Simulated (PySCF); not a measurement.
A core-ionisation job on `[BH3-][P+]1(c2ccoc2)CC1`.

Method: delta-SCF UKS SCAN, pcX-2 on the ionised atom, pcseg-1 elsewhere, spin-free X2C (PySCF 2.14.0). Geometry: PBE0-D3(BJ)/def2-SVP. The command runs a driver script over a list of jobs; the input below is this job's line of settings and its coordinates in Å.

Command:
```bash
OMP_NUM_THREADS=1 python probes_run.py task.json out
```

Input:
```
{"job": {"kind": "xps"}, "charge": 0, "multiplicity": 1}
B     -2.197026     1.359424    -0.742287
P     -1.610858    -0.303967     0.005131
C      0.132166    -0.711610     0.061313
C      1.190907     0.249304     0.210869
C      2.347332    -0.466043     0.178680
O      2.084610    -1.781028     0.017984
C      0.753536    -1.925961    -0.057375
C     -2.449429    -1.144027     1.380253
C     -2.571174    -1.839487     0.035739
H     -3.406862     1.322272    -0.568442
H     -1.845595     1.329837    -1.910333
H     -1.624541     2.201557    -0.064336
H      1.081468     1.326271     0.316937
H      3.396362    -0.191745     0.251363
H      0.386280    -2.938182    -0.205842
H     -3.339242    -0.643401     1.775110
H     -1.817231    -1.613452     2.139579
H     -2.054272    -2.793977    -0.099938
H     -3.539111    -1.788904    -0.472612
```

Task: What does the run print?

Result: 
```
ground state, core basis on atom 0 (B), 211 functions
  cycle   1  E = -676.57289343  |g| = 5.94e-01
  cycle   2  E = -676.51917009  |g| = 7.40e-01
  cycle   3  E = -676.67197534  |g| = 1.34e-01
  cycle   4  E = -676.67574870  |g| = 4.64e-02
  cycle   5  E = -676.67616870  |g| = 1.95e-02
  cycle   6  E = -676.67621091  |g| = 1.49e-02
  cycle   7  E = -676.67626121  |g| = 4.02e-03
  cycle   8  E = -676.67626661  |g| = 2.19e-03
  cycle   9  E = -676.67626839  |g| = 4.75e-04
  E(ground) = -676.71755926 Eh
hole in B 1s of atom 0
  cycle   1  E = -669.13971877  |g| = 1.17e+00
  cycle   2  E = -667.83180479  |g| = 1.77e+00
  cycle   3  E = -669.43995387  |g| = 4.61e-01
  cycle   4  E = -669.50227057  |g| = 3.53e-01
  cycle   5  E = -669.55899589  |g| = 1.58e-01
  cycle   6  E = -669.57110657  |g| = 4.25e-02
  cycle   7  E = -669.57186602  |g| = 1.42e-02
  cycle   8  E = -669.57195034  |g| = 6.93e-03
  cycle   9  E = -669.57197900  |g| = 2.72e-03
  cycle  10  E = -669.57198179  |g| = 1.70e-03
  cycle  11  E = -669.57198408  |g| = 1.10e-03
  cycle  12  E = -669.57198660  |g| = 2.77e-04
  E(ion) = -669.61395622 Eh   <S^2> = 0.7743   hole on atom = 1.000   binding energy = 193.299 eV
ground state, core basis on atom 1 (P), 222 functions
  cycle   1  E = -676.80742464  |g| = 3.40e-01
  cycle   2  E = -676.80701215  |g| = 4.99e-02
  cycle   3  E = -676.80560285  |g| = 8.47e-02
  cycle   4  E = -676.80773016  |g| = 5.88e-03
  cycle   5  E = -676.80773451  |g| = 3.33e-03
  cycle   6  E = -676.80773721  |g| = 5.92e-04
  cycle   7  E = -676.80773832  |g| = 2.54e-04
  E(ground) = -676.81702177 Eh
hole in P 1s of atom 1
  cycle   1  E = -596.60534326  |g| = 4.72e+00
  cycle   2  E = -594.34327551  |g| = 2.98e+00
  cycle   3  E = -586.66727058  |g| = 3.51e+00
  cycle   4  E = -597.40489246  |g| = 8.27e-01
  cycle   5  E = -597.49831613  |g| = 7.60e-01
  cycle   6  E = -597.74625305  |g| = 1.90e-01
  cycle   7  E = -597.76268758  |g| = 6.46e-02
  cycle   8  E = -597.76419773  |g| = 3.68e-02
  cycle   9  E = -597.76494396  |g| = 6.69e-03
  cycle  10  E = -597.76495772  |g| = 4.75e-03
  cycle  11  E = -597.76497025  |g| = 1.28e-03
  cycle  12  E = -597.76497033  |g| = 4.06e-04
  E(ion) = -597.77493745 Eh   <S^2> = 0.7522   hole on atom = 1.000   binding energy = 2150.845 eV
hole in P 2p of atom 1
  cycle   1  E = -671.34105504  |g| = 1.40e+00
  cycle   2  E = -669.29223365  |g| = 2.19e+00
  cycle   3  E = -671.37837312  |g| = 7.69e-01
  cycle   4  E = -671.70588868  |g| = 2.76e-01
  cycle   5  E = -671.71455374  |g| = 2.43e-01
  cycle   6  E = -671.74173545  |g| = 6.08e-02
  cycle   7  E = -671.74319940  |g| = 2.32e-02
  cycle   8  E = -671.74347595  |g| = 8.37e-03
  cycle   9  E = -671.74351690  |g| = 2.83e-03
  cycle  10  E = -671.74352100  |g| = 1.31e-03
  cycle  11  E = -671.74352192  |g| = 7.56e-04
  cycle  12  E = -671.74352269  |g| = 3.21e-04
  E(ion) = -671.76311615 Eh   <S^2> = 0.7537   hole on atom = 1.002   binding energy = 137.524 eV
  2p3/2 = 137.157 eV   2p1/2 = 138.049 eV
ground state, core basis on atom 2 (C), 211 functions
  cycle   1  E = -676.68781604  |g| = 7.39e-02
  cycle   2  E = -676.68711968  |g| = 6.70e-02
  cycle   3  E = -676.68821521  |g| = 2.82e-02
  cycle   4  E = -676.68840716  |g| = 1.33e-02
  cycle   5  E = -676.68845462  |g| = 3.07e-03
  cycle   6  E = -676.68845601  |g| = 9.21e-04
  cycle   7  E = -676.68845654  |g| = 2.12e-04
  E(ground) = -676.72848829 Eh
hole in C 1s of atom 2
  cycle   1  E = -665.40730647  |g| = 1.53e+00
  cycle   2  E = -662.42985282  |g| = 2.60e+00
  cycle   3  E = -665.69746717  |g| = 6.63e-01
  cycle   4  E = -665.88133173  |g| = 4.69e-01
  cycle   5  E = -665.97152683  |g| = 2.27e-01
  cycle   6  E = -665.99987788  |g| = 5.02e-02
  cycle   7  E = -666.00098385  |g| = 2.30e-02
  cycle   8  E = -666.00125436  |g| = 1.19e-02
  cycle   9  E = -666.00136934  |g| = 5.76e-03
  cycle  10  E = -666.00141103  |g| = 4.61e-03
  cycle  11  E = -666.00145755  |g| = 2.08e-03
  cycle  12  E = -666.00147448  |g| = 1.26e-03
  cycle  13  E = -666.00147604  |g| = 5.89e-04
  cycle  14  E = -666.00147648  |g| = 4.16e-04
  E(ion) = -666.04043425 Eh   <S^2> = 0.7963   hole on atom = 1.000   binding energy = 290.837 eV
ground state, core basis on atom 3 (C), 211 functions
  cycle   1  E = -676.68806408  |g| = 5.87e-02
  cycle   2  E = -676.68790050  |g| = 3.19e-02
  cycle   3  E = -676.68786433  |g| = 3.36e-02
  cycle   4  E = -676.68814901  |g| = 5.12e-03
  cycle   5  E = -676.68815699  |g| = 6.05e-04
  cycle   6  E = -676.68815794  |g| = 3.11e-04
  E(ground) = -676.72795299 Eh
hole in C 1s of atom 3
  cycle   1  E = -665.41896006  |g| = 1.52e+00
  cycle   2  E = -663.13146335  |g| = 2.32e+00
  cycle   3  E = -665.70421762  |g| = 6.68e-01
  cycle   4  E = -665.91478321  |g| = 4.18e-01
  cycle   5  E = -665.98671005  |g| = 1.72e-01
  cycle   6  E = -665.99950596  |g| = 7.83e-02
  cycle   7  E = -666.00276147  |g| = 1.81e-02
  cycle   8  E = -666.00293920  |g| = 1.12e-02
  cycle   9  E = -666.00304429  |g| = 5.09e-03
  cycle  10  E = -666.00309223  |g| = 3.33e-03
  cycle  11  E = -666.00313171  |g| = 2.03e-03
  cycle  12  E = -666.00313901  |g| = 2.03e-03
  cycle  13  E = -666.00314313  |g| = 6.53e-04
  cycle  14  E = -666.00314426  |g| = 3.91e-04
  E(ion) = -666.04175560 Eh   <S^2> = 0.7923   hole on atom = 1.000   binding energy = 290.786 eV
ground state, core basis on atom 4 (C), 211 functions
  cycle   1  E = -676.69000350  |g| = 6.02e-02
  cycle   2  E = -676.68968007  |g| = 4.21e-02
  cycle   3  E = -676.68964678  |g| = 4.36e-02
  cycle   4  E = -676.69010835  |g| = 1.22e-02
  cycle   5  E = -676.69014186  |g| = 1.19e-03
  cycle   6  E = -676.69014350  |g| = 5.94e-04
  cycle   7  E = -676.69014208  |g| = 1.07e-04
  E(ground) = -676.73007321 Eh
hole in C 1s of atom 4
  cycle   1  E = -665.37506759  |g| = 1.51e+00
  cycle   2  E = -659.09094503  |g| = 3.05e+00
  cycle   3  E = -665.07915155  |g| = 1.25e+00
  cycle   4  E = -665.82782218  |g| = 5.49e-01
  cycle   5  E = -665.89676179  |g| = 3.69e-01
  cycle   6  E = -665.94817324  |g| = 1.61e-01
  cycle   7  E = -665.96113744  |g| = 3.37e-02
  cycle   8  E = -665.96169329  |g| = 1.77e-02
  cycle   9  E = -665.96188577  |g| = 5.94e-03
  cycle  10  E = -665.96192197  |g| = 3.27e-03
  cycle  11  E = -665.96194561  |g| = 2.69e-03
  cycle  12  E = -665.96196166  |g| = 1.90e-03
  cycle  13  E = -665.96197244  |g| = 7.45e-04
  cycle  14  E = -665.96197469  |g| = 4.63e-04
  E(ion) = -666.00050082 Eh   <S^2> = 0.7910   hole on atom = 1.000   binding energy = 291.967 eV
ground state, core basis on atom 5 (O), 211 functions
  cycle   1  E = -676.71434528  |g| = 1.03e-01
  cycle   2  E = -676.71192866  |g| = 1.19e-01
  cycle   3  E = -676.71372434  |g| = 7.13e-02
  cycle   4  E = -676.71477132  |g| = 1.61e-02
  cycle   5  E = -676.71484012  |g| = 1.49e-03
  cycle   6  E = -676.71483991  |g| = 6.35e-04
  cycle   7  E = -676.71484117  |g| = 2.02e-04
  E(ground) = -676.75314496 Eh
hole in O 1s of atom 5
  cycle   1  E = -656.01970310  |g| = 2.23e+00
  cycle   2  E = -647.52836726  |g| = 3.95e+00
  cycle   3  E = -652.99925514  |g| = 2.01e+00
  cycle   4  E = -656.06745991  |g| = 1.01e+00
  cycle   5  E = -656.64264348  |g| = 5.78e-01
  cycle   6  E = -656.81600012  |g| = 2.62e-01
  cycle   7  E = -656.84969971  |g| = 1.07e-01
  cycle   8  E = -656.85665460  |g| = 3.34e-02
  cycle   9  E = -656.85718715  |g| = 1.44e-02
  cycle  10  E = -656.85729626  |g| = 5.88e-03
  cycle  11  E = -656.85731704  |g| = 2.24e-03
  cycle  12  E = -656.85732122  |g| = 1.43e-03
  cycle  13  E = -656.85732492  |g| = 9.68e-04
  cycle  14  E = -656.85732622  |g| = 8.12e-04
  cycle  15  E = -656.85732974  |g| = 4.86e-04
  E(ion) = -656.89546798 Eh   <S^2> = 0.7647   hole on atom = 1.000   binding energy = 540.355 eV
ground state, core basis on atom 6 (C), 211 functions
  cycle   1  E = -676.68871644  |g| = 9.99e-02
  cycle   2  E = -676.68376719  |g| = 1.78e-01
  cycle   3  E = -676.68966795  |g| = 3.30e-02
  cycle   4  E = -676.68977610  |g| = 2.50e-02
  cycle   5  E = -676.68994957  |g| = 1.58e-03
  cycle   6  E = -676.68995002  |g| = 7.74e-04
  cycle   7  E = -676.68995038  |g| = 1.28e-04
  E(ground) = -676.72975828 Eh
hole in C 1s of atom 6
  cycle   1  E = -665.36607297  |g| = 1.52e+00
  cycle   2  E = -658.90533468  |g| = 3.19e+00
  cycle   3  E = -665.15654693  |g| = 1.19e+00
  cycle   4  E = -665.81300875  |g| = 5.97e-01
  cycle   5  E = -665.88822272  |g| = 3.81e-01
  cycle   6  E = -665.95019269  |g| = 1.53e-01
  cycle   7  E = -665.96177699  |g| = 3.34e-02
  cycle   8  E = -665.96230859  |g| = 1.74e-02
  cycle   9  E = -665.96249139  |g| = 5.56e-03
  cycle  10  E = -665.96252669  |g| = 3.22e-03
  cycle  11  E = -665.96255362  |g| = 2.43e-03
  cycle  12  E = -665.96256815  |g| = 2.05e-03
  cycle  13  E = -665.96257972  |g| = 1.00e-03
  cycle  14  E = -665.96258355  |g| = 6.45e-04
  cycle  15  E = -665.96258378  |g| = 5.33e-04
  cycle  16  E = -665.96258381  |g| = 1.76e-04
  E(ion) = -666.00087777 Eh   <S^2> = 0.7902   hole on atom = 1.000   binding energy = 291.948 eV
ground state, core basis on atom 7 (C), 211 functions
  cycle   1  E = -676.68688487  |g| = 5.93e-02
  cycle   2  E = -676.68671156  |g| = 3.46e-02
  cycle   3  E = -676.68670026  |g| = 3.45e-02
  cycle   4  E = -676.68699633  |g| = 6.88e-03
  cycle   5  E = -676.68700597  |g| = 1.63e-03
  cycle   6  E = -676.68700676  |g| = 5.64e-04
  cycle   7  E = -676.68700616  |g| = 1.39e-04
  E(ground) = -676.72682665 Eh
hole in C 1s of atom 7
  cycle   1  E = -665.40483045  |g| = 1.52e+00
  cycle   2  E = -663.08087088  |g| = 2.46e+00
  cycle   3  E = -665.82448735  |g| = 5.20e-01
  cycle   4  E = -665.91806014  |g| = 3.70e-01
  cycle   5  E = -665.98241872  |g| = 1.78e-01
  cycle   6  E = -665.99597142  |g| = 6.77e-02
  cycle   7  E = -665.99797763  |g| = 1.78e-02
  cycle   8  E = -665.99813217  |g| = 8.87e-03
  cycle   9  E = -665.99817092  |g| = 4.50e-03
  cycle  10  E = -665.99818455  |g| = 1.96e-03
  cycle  11  E = -665.99818748  |g| = 8.45e-04
  cycle  12  E = -665.99818839  |g| = 4.55e-04
  E(ion) = -666.03760582 Eh   <S^2> = 0.7735   hole on atom = 1.000   binding energy = 290.869 eV
```

Cycles run on a coarse grid; E(ground) and E(ion) are re-evaluated on a finer one, so they differ from the last cycle. For a 2p shell the printed binding energy is that of one 2p hole without spin–orbit coupling; the 2p3/2 and 2p1/2 values follow from a further step that adds the ground-state splitting of the three 2p orbitals and a mean-field spin–orbit operator, and the shell mean corrects the one hole to the average of the three. The program numbers atoms from 0.

Task: How does the 1s binding energy of C7 follow from the two total energies?

Result: E(ion) − E(ground) = -666.00087777 − (-676.72975828) = 10.728881 Eh, times 27.211386 eV gives 291.95 eV.

In short: B1s of B1 193.30 eV; P1s of P2 2150.84 eV; P2p of P2 137.45 eV (mean of the 2p shell); C1s of C3 290.84 eV; C1s of C4 290.79 eV; C1s of C5 291.97 eV; O1s of O6 540.35 eV; C1s of C7 291.95 eV; one atom stands for each set of equivalent ones.

One conformer (not necessarily the lowest) at the PBE0-D3(BJ)/def2-SVP geometry, without solvent, vibrations or thermal averaging.

Hardware: one thread, Intel Xeon 6975P-C (x86_64), shared host. Cost: 2.2 min wall, 0.54 GiB resident at most.
Labels such as C1 count atoms from 1, the log's own numbers from 0.
